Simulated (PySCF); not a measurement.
PySCF job for (2R)-but-3-ene-1,2-diamine (C4H10N2), SMILES C=C[C@@H](N)CN, PBE0/pcSseg-1. Geometry: B3LYP-D3(BJ)/def2-SVP. The values are those of a single conformer.

```python
import numpy as np
from pyscf import gto, scf, dft
from pyscf.prop.nmr import rks as nmr

mol = gto.M(
    atom='''
    C     2.22490351    0.36207359   -1.02278522
    C     1.06577226    0.54448185   -0.38400351
    C     0.18521744   -0.55224265    0.16224332
    N     0.06212252   -0.50770827    1.62424745
    C    -1.22820499   -0.53777477   -0.46361545
    N    -2.08115480    0.59205175   -0.13367349
    H     2.61555399   -0.64350897   -1.21407964
    H     2.82735350    1.20214304   -1.37964902
    H     0.71117012    1.56963365   -0.20554568
    H     0.64162114   -1.52204825   -0.10323074
    H    -0.32376611    0.39776930    1.89965004
    H     0.98912373   -0.54637850    2.04882753
    H    -1.74192080   -1.45690275   -0.13754139
    H    -1.12486721   -0.59563646   -1.56023567
    H    -1.66003206    1.48171253   -0.39681589
    H    -2.28713978    0.62358371    0.86356806
    ''',
    basis='pcSseg-1',
    charge=0,
    spin=0,
    max_memory=1600,
    verbose=3,
)
mf = dft.RKS(mol, xc='pbe0')
mf.grids.level = 3
mf.conv_tol = 1e-10
mf.max_cycle = 100
mf.kernel()
n = nmr.NMR(mf)
n.verbose = 2
n.max_cycle_cphf = 60
sigma = n.kernel()
print('atom   isotropic/ppm   span/ppm')
for i, s in enumerate(sigma):
    w = np.linalg.eigvalsh((s + s.T) / 2)
    print(f'{mol.atom_symbol(i):2s}{i + 1:3d} {w.mean():14.3f} {w[2] - w[0]:11.3f}')
```

Output:

```
converged SCF energy = -267.559409280583
atom   isotropic/ppm   span/ppm
C   1         64.071     202.167
C   2         33.353     249.414
C   3        124.482      19.425
N   4        214.141      64.327
C   5        132.881      35.141
N   6        250.602      75.338
H   7         25.964       7.709
H   8         26.034       6.691
H   9         25.225       8.004
H  10         28.690       6.431
H  11         30.571      13.693
H  12         30.821      15.679
H  13         28.286      11.228
H  14         28.547      10.197
H  15         31.329      17.196
H  16         30.793      15.854
```

The run converged.

Cost: about 100 core-seconds (a rough figure).
